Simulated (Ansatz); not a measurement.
Species: GaGeH5, charge 0, singlet. GaGeH5 (SMILES [GaH2][GeH3]).
B3LYP-D3(BJ)/def2-TZVP minimum from Ansatz (a quantum-chemistry and plane-wave program):
```
Ge
H 1 1.5413
H 1 1.5437 2 107.40
H 1 1.5442 2 107.29 3 114.21
Ga 1 2.4585 2 113.67 4 122.60
H 5 1.5739 1 121.51 2 -2.92
H 5 1.5745 6 118.91 1 179.82
```
Charge 0, spin multiplicity 1.

Total energies in hartree (Ansatz). UHF or UKS for unpaired electrons; spin-orbit terms are left out. Cores are frozen in correlated methods (noble-gas shells, and filled d and f shells in the p block). No relativity. Where a partner has so few electrons that a lower coupled-cluster level is exact, that level stands in.

| species | HF/cc-pVTZ | CCSD(T)/cc-pVTZ | HF/cc-pVQZ | CCSD(T)/cc-pVQZ | CCSDT(Q)/cc-pVTZ |
|---|---|---|---|---|---|
| 1: GaGeH5 (SMILES [GaH2][GeH3]) | -4001.58361 | -4001.83877 | -4001.59087 | -4001.85753 | -4001.84011 |
| 2: Ga (doublet) | -1923.26189 | -1923.30928 | -1923.26422 | -1923.31345 | -1923.30958 |
| 3: Ge (triplet) | -2075.36107 | -2075.42794 | -2075.36359 | -2075.43284 | -2075.42848 |
| 4: H (doublet) | -0.49981 | -0.49981 | -0.49995 | -0.49995 | -0.49981 |

Work out the atomisation energy (electronic, to ground-state atoms) in kcal/mol: take Hartree-Fock from cc-pVQZ, extrapolate the CCSD(T) correlation energy as X^-3 (X = 3, 4), and add CCSDT(Q) - CCSD(T) in cc-pVTZ. 1 hartree = 627.51 kcal/mol.


Species 1: correlation (64·(-0.26666) - 27·(-0.25516))/37 = -0.27505; step -0.00134; E1 = -4001.59087 + (-0.27505) + (-0.00134) = -4001.86726
Species 2: correlation (64·(-0.04923) - 27·(-0.04739))/37 = -0.05057; step -0.00030; E2 = -1923.26422 + (-0.05057) + (-0.00030) = -1923.31509
Species 3: correlation (64·(-0.06925) - 27·(-0.06687))/37 = -0.07099; step -0.00054; E3 = -2075.36359 + (-0.07099) + (-0.00054) = -2075.43512
Species 4: correlation (64·(0.00000) - 27·(0.00000))/37 = 0.00000; step +0.00000; E4 = -0.49995 + (0.00000) + (+0.00000) = -0.49995
-1·E1 +1·E2 +1·E3 +5·E4 = 0.61730 hartree = 387.4 kcal/mol.
